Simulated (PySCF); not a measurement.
## Peak assignment

Geometry:
```tsv
atom	x (Å)	y (Å)	z (Å)
C1	-2.195	-0.815	-0.593
C2	-1.088	-0.139	-0.873
C3	-0.871	0.530	-2.198
C4	-0.002	0.009	0.115
Si5	0.590	1.777	0.438
C6	0.492	-1.078	0.720
Si7	1.875	-1.181	1.987
H8	-2.348	-1.273	0.369
H9	-2.994	-0.922	-1.308
H10	-0.860	1.613	-2.077
H11	0.090	0.233	-2.616
H12	-1.659	0.264	-2.898
H13	1.522	2.190	-0.617
H14	-0.583	2.660	0.414
H15	1.242	1.869	1.743
H16	0.061	-2.034	0.428
H17	1.497	-0.519	3.240
H18	2.120	-2.601	2.257
H19	3.102	-0.572	1.464
```

PySCF 2.14 calculation with NMR shieldings at PBE0/pcSseg-1/GIAO and geometry: GFN2-xTB; one computed conformer, equivalent nuclei averaged, no relativistic terms, isolated molecule.

Shifts are taken against calculated references (same method and geometry level): ¹³C (186.93 ppm), ¹H (31.72 ppm) against TMS.

Question: Assign these signals to the numbered atoms. ¹³C{¹H} NMR (computed): δ 171.7 (C), 164.7 (C), 140.6 (CH), 116.2 (CH2), 25.3 (CH3).

Answer: 
171.7 → C4, fully substituted alkene carbon
164.7 → C2, fully substituted alkene carbon: as expected for a trigonal carbon in a double bond
140.6 → C6, alkene CH: an sp2 carbon of a C=C bond
116.2 → C1, terminal =CH2 carbon: as expected for a trigonal carbon in a double bond
25.3 → C3, allylic methyl carbon: aliphatic region, no heteroatom directly attached

Question: Assign these signals to the numbered atoms. ¹H NMR (500 MHz, computed): δ 6.97 (q, 1H), 5.11 (m, 1H), 4.97 (m, 1H), 4.24 (s, 3H), 4.20 (d, 3H), 1.98 (s, 3H).

Answer: 
6.97 → H16, hydrogen on an alkene CH: olefinic region
5.11 → H8, hydrogen on a terminal =CH2 carbon: attached to an sp2 carbon and in the plane of the double bond
4.97 → H9, hydrogen on a terminal =CH2 carbon
4.24 → H13/H14/H15, hydrogen on a silicon bonded to C
4.20 → H17/H18/H19, hydrogen on a silicon bonded to C
1.98 → H10/H11/H12, hydrogen on an allylic methyl carbon: allylic position

H13/H14/H15 and H17/H18/H19 lie closer than the usual error of such a calculation, so a measured spectrum could show them in the other order.

Shifts are as computed. Against solution values, carbons near 30 ppm lie about +3 ppm off and those near 130 ppm about +5 ppm (rms about the fit 2.1 ppm; single classes can miss by 10 ppm). Of 1328 compounds with measured shifts, 309 miss one by over three times the rms of a fit or turn the order of signals round; such compounds aren't used in these exercises. Signals without a measured value on file couldn't be tested in this way; 1H shifts scatter by 0.2 ppm about their fit, and single ones miss by 0.5 ppm. No couplings were computed; multiplicities are counted from neighbouring protons, with m where these are inequivalent, close in shift, in a saturated or five-membered ring or joined by F or P, and br s for small geminal =CH2 splittings.
